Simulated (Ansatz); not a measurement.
Na₃Cl₃⁺. Total charge 1; doublet. Geometry B3LYP-D4/def2-SVP.

```xyz
6

Na   -0.955    3.240    0.503
Na   -0.475   -1.352   -2.033
Na    1.284   -1.399    1.608
Cl   -0.917    1.125   -1.048
Cl    0.794   -2.709   -0.418
Cl    0.269    1.096    1.388
```

At PBE-D4/def2-SVP, PBE-D4/def2-TZVP, revPBE-D4/def2-TZVP the gap within one spin of the charge 1 doublet nearly closes, so an electron or hole may be smeared out by delocalisation error. In the doublet, Cl4 and Cl6 lie 2.71 Å apart (atoms count from 1), so these atoms are partly bonded to each other. Another isomer (doublet) lies 0.23 eV lower at PBE0-D4/def2-TZVP; other spin states weren't run for this one.

Problem. Estimate the α-spin orbital energies around the gap (eV) in Ansatz with PBE-D4/def2-SVP, PBE-D4/def2-TZVP, revPBE-D4/def2-TZVP, PBE0-D4/def2-SVP, PBE0-D4/def2-TZVP.

Solution. 
```csv
orbital,PBE-D4/def2-SVP,PBE-D4/def2-TZVP,revPBE-D4/def2-TZVP,PBE0-D4/def2-SVP,PBE0-D4/def2-TZVP
HOMO−13,-32.08,-32.12,-32.04,-35.53,-35.49
HOMO−12,-32.08,-32.11,-32.03,-35.52,-35.48
HOMO−11,-23.56,-23.79,-23.74,-26.50,-26.66
HOMO−10,-22.73,-22.97,-22.92,-25.61,-25.79
HOMO−9,-21.02,-21.19,-21.11,-23.13,-23.37
HOMO−8,-13.01,-13.18,-13.11,-14.93,-15.04
HOMO−7,-12.05,-12.19,-12.11,-13.75,-13.84
HOMO−6,-11.37,-11.58,-11.52,-13.10,-13.25
HOMO−5,-11.37,-11.52,-11.45,-13.02,-13.11
HOMO−4,-10.65,-10.87,-10.81,-12.34,-12.49
HOMO−3,-10.22,-10.43,-10.38,-11.97,-12.11
HOMO−2,-9.95,-10.05,-9.95,-10.98,-11.15
HOMO−1,-9.47,-9.64,-9.55,-10.54,-10.75
HOMO,-9.36,-9.52,-9.43,-10.33,-10.55
LUMO,-5.14,-5.21,-5.25,-4.58,-4.63
LUMO+1,-4.28,-4.36,-4.38,-3.64,-3.71
LUMO+2,-3.96,-4.05,-4.08,-3.35,-3.42
LUMO+3,-2.85,-3.06,-3.12,-2.42,-2.64
LUMO+4,-2.64,-2.87,-2.94,-2.16,-2.44
LUMO+5,-2.42,-2.71,-2.73,-1.80,-2.18
β HOMO,-9.27,-9.44,-9.35,-10.33,-10.55
β LUMO,-9.27,-9.44,-9.35,-8.60,-8.70
```
